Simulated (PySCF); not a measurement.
## What settings do to a single point of [Lu(NH3)3]3+

The sound run of [Lu(NH3)3]3+ (singlet in the valence; each metal's 4f electrons, 14 of them, lie in its core potential, out of spins and levels) uses PySCF 2.14.0, RKS TPSS, Lu lcecp-1-SVP with ECP60, N def2-SVP, H def2-SVP; non-relativistic Hamiltonian with scalar-relativistic core potentials where named; density fitting; no spin-orbit coupling, grid (50, 194), threshold 1e-8 Eh and 55 cycles, at the relaxed geometry:

```xyz
13

Lu    0.0000    0.0000    0.0058
N     2.3577    0.0009   -0.0079
H     2.8127   -0.2541    0.8977
H     2.8067   -0.6595   -0.6813
H     2.8091    0.9129   -0.2423
N    -1.1796    2.0414   -0.0079
H    -1.1863    2.5629    0.8977
H    -0.8322    2.7604   -0.6813
H    -2.1951    1.9763   -0.2423
N    -1.1781   -2.0423   -0.0079
H    -1.6264   -2.3088    0.8977
H    -1.9745   -2.1009   -0.6813
H    -0.6140   -2.8892   -0.2423
```

There Lu1 has a Mulliken charge of 1.71 e and the dipole about the centre of mass is 0.03 D. Each run below changes one thing and starts from free metal ions and neutral atoms unless it says otherwise; with 55 cycles, smearing, a level shift and second-order steps follow where DIIS fails, and their cycles count. Energy shifts count from the sound run. On f atoms grids over 110 angular points are at least (60, 302).

```tsv
change	outcome	cycles	energy shift (eV)	largest force component (eV/Å)	charge on Lu1 (e)	dipole about the centre of mass (D)
grid (40, 110)	converged	11	0.0013	0.04	1.71	0.03
threshold 0.001	converged	7	0.0000	0.01	1.71	0.03
start from the bare core Hamiltonian, limit 88 cycles	converged	11	0.0000	0.01	1.71	0.03
```

How does the run with this change end: spin (2S) set to 1, limit 90 cycles?

outcome refused.

Forces carry noise of the integration grid, about 0.01 to 0.03 eV/Å.

No frequency check is given that shows the relaxed geometry to be a minimum. An lcecp potential fixes the number of 4f electrons, so in runs with it no electron can move into or out of that shell.
